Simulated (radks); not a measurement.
Trend from Zn to Hg: ionisation energy by Delta-SCF between NIST ground configurations, and size. Calculated with a radial shooting solver on a logarithmic mesh with Libxc functionals: scalar-relativistic Kohn-Sham, PBE, spin-polarised, spherical densities, point nucleus; open shells are filled with parallel spins first (spin-orbit coupling, left out, can overturn this in heavy ions).

| species | configuration | IE (eV) | NIST (eV) | kind | outermost | <r> outermost (bohr) | r at 0.001 e/bohr^3 (bohr) |
|---|---|---|---|---|---|---|---|
| Zn | [Ar] 3d10 4s2 | 9.597 | 9.394 | exp. | 4s | 2.65 | 4.19 |
| Cd | [Kr] 4d10 5s2 | 9.046 | 8.994 | exp. | 5s | 2.90 | 4.38 |
| Hg | [Hg] | 10.482 | 10.438 | exp. | 6s | 2.70 | 4.31 |

Reference values: NIST Atomic Spectra Database (measured).
